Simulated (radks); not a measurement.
Question: The mean radii <r> (bohr) of the occupied orbitals of an atom or ion are listed with their occupations. Method: scalar-relativistic Kohn-Sham, r2SCAN, spin-polarised, spherical densities, finite nucleus; meta-GGA in the generalised Kohn-Sham scheme; Fermi nuclear charge, rms radius of each element as measured or else 0.836 A^(1/3) + 0.57 fm; computed with a radial shooting solver on a logarithmic mesh with Libxc functionals.

orbital  occ.     <r>
1s up       1  0.1579
1s down     1  0.1577
2s up       1  0.8571
2s down     1  0.8674
2p up       3  0.8699
2p down     2  0.8929

Name the element and its charge. Open shells, if any, are filled with parallel spins first.

Answer: Z = 10, neon, charge +1: Ne+ in [He] 2s2 2p5. The 1s radius gives Z: for a bare nucleus <r> = (2 gamma + 1)/(2Z) with gamma = sqrt(1 - (Z/c)^2), 0.1497 bohr for Z = 10, and screening makes it slightly larger (0.1579 here). The occupations add up to 9, and the charge is Z minus that.
